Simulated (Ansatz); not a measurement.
Worked example: NaBr + GaH2(SH) → NaSH + GaH2Br

Species: NaBr, singlet; GaH2(SH), singlet; NaSH `[Na][SH]`, singlet; GaH2Br `[GaH2][Br]`, singlet. The partners trade Br for SH: Na–Br and Ga–SH bonds give way to Na–SH and Ga–Br.

Shapes, held fixed at every level: PBE0-D4/def2-TZVP. Programs: Ansatz 0.2.0. The zero-point and thermal change to 298 K, harmonic and unscaled (PBE0-D4/def2-TZVP), is -3.4 kJ/mol.

At CCSD(T)/def2-TZVPP; 1 Eh = 2625.50 kJ/mol:

| species | energy (Eh) |
| --- | --- |
| NaBr | -2734.820623 |
| GaH2(SH) | -2323.019402 |
| NaSH | -560.405053 |
| GaH2Br | -4497.410693 |

**Question.** Work out ΔH(298 K) of the reaction at this level.

**Answer.** 
1. Products less reactants: (-560.405053) + (-4497.410693) − [(-2734.820623) + (-2323.019402)] = 0.024279 Eh = +63.7 kJ/mol.
2. With the thermal change: +63.7 + (-3.4) = +60.3 kJ/mol.

Other levels give +60.7 (CCSD/def2-TZVPP) to +72.6 kJ/mol (MP2/def2-SVP). No measured value is set beside it here. Relativity is left out for Br, Ga. Outer-core shells of Br, Ga, Na are correlated in most correlated rows, in sets that cover them unevenly.
